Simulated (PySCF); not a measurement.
CH₃NO, triplet, at a GFN2-xTB geometry (a higher spin typed on purpose: for a closed-shell molecule this is an excited state); B3LYP/6-311G** in PySCF.

PySCF was given this input:
```python
from pyscf import gto, scf, dft

mol = gto.M(
    atom='''
N    -1.137222    0.200283   -0.106495
C     0.263622    0.316328    0.204022
O     1.112585   -0.611467   -0.098035
H    -1.487207   -0.667056    0.290365
H    -1.660333    0.984877    0.265209
H     0.625679    1.273968   -0.249958
''',
    basis='6-311g**',
    charge=0,
    spin=2,
    verbose=3,
)

mf = dft.UKS(mol)
mf.xc = 'b3lyp'
mf.grids.atom_grid = (50, 194)
mf.kernel()
mf.analyze()
```

What the program printed (banner, timings and long lists left out):

```
converged SCF energy = -169.791812008772  <S^2> = 2.0055337  2S+1 = 3.0036869
**** MO energy ****
                             alpha | beta                alpha | beta
MO #1   energy= -19.1912073342374  | -19.1632254860978  occ= 1 | 1
MO #2   energy= -14.3316887198654  | -14.3262012962459  occ= 1 | 1
MO #3   energy= -10.2377697381054  | -10.2264431484795  occ= 1 | 1
MO #4   energy= -1.08130812137289  | -1.02163032673248  occ= 1 | 1
MO #5   energy= -0.906216486951998 | -0.88724812467337  occ= 1 | 1
MO #6   energy= -0.629068713657386 | -0.593317130580054 occ= 1 | 1
MO #7   energy= -0.53997190183664  | -0.523574092633609 occ= 1 | 1
MO #8   energy= -0.494867574932449 | -0.457544508809754 occ= 1 | 1
MO #9   energy= -0.460539658507781 | -0.41754048191958  occ= 1 | 1
MO #10  energy= -0.424337108166188 | -0.372238417373165 occ= 1 | 1
MO #11  energy= -0.355294837909838 | -0.286509667403877 occ= 1 | 1
MO #12  energy= -0.322001966866175 | -0.171668852249969 occ= 1 | 0
MO #13  energy= -0.151283470515835 | -0.00534644105367832 occ= 1 | 0
MO #14  energy= 0.0357857453600836 | 0.0417031488899511 occ= 0 | 0
MO #15  energy= 0.0697579932839751 | 0.07631218589027   occ= 0 | 0
MO #16  energy= 0.103891144396126  | 0.108884354121759  occ= 0 | 0
MO #17  energy= 0.202781034757443  | 0.221740907321987  occ= 0 | 0
MO #18  energy= 0.250517605323946  | 0.27654470239813   occ= 0 | 0
MO #19  energy= 0.355143357865925  | 0.362357370422519  occ= 0 | 0
MO #20  energy= 0.372859925275648  | 0.383288591045574  occ= 0 | 0
MO #21  energy= 0.39737928661896   | 0.423650440298786  occ= 0 | 0

To work with the spin densities directly, `use mulliken_meta_spin()` only printing them here.

 ** Mulliken spin pop alpha/beta on meta-lowdin orthogonal AOs **
 ** Mulliken Spin Density (per atom)  **
spin density of  0 N =      0.21417
spin density of  1 C =      0.66369
spin density of  2 O =      1.01311
spin density of  3 H =      0.00266
spin density of  4 H =     -0.00429
spin density of  5 H =      0.11066
 ** Mulliken pop alpha/beta on meta-lowdin orthogonal AOs **
 ** Mulliken atomic charges   ( Nelec_alpha | Nelec_beta ) **
charge of  0N =     -0.42879  (     3.82148      3.60731 )
charge of  1C =      0.00556  (     3.32907      2.66538 )
charge of  2O =     -0.17392  (     4.59352      3.58041 )
charge of  3H =      0.22655  (     0.38805      0.38539 )
charge of  4H =      0.23445  (     0.38063      0.38492 )
charge of  5H =      0.13616  (     0.48725      0.37659 )
Dipole moment(X, Y, Z, Debye): -1.82634,  0.94429,  0.62585
```
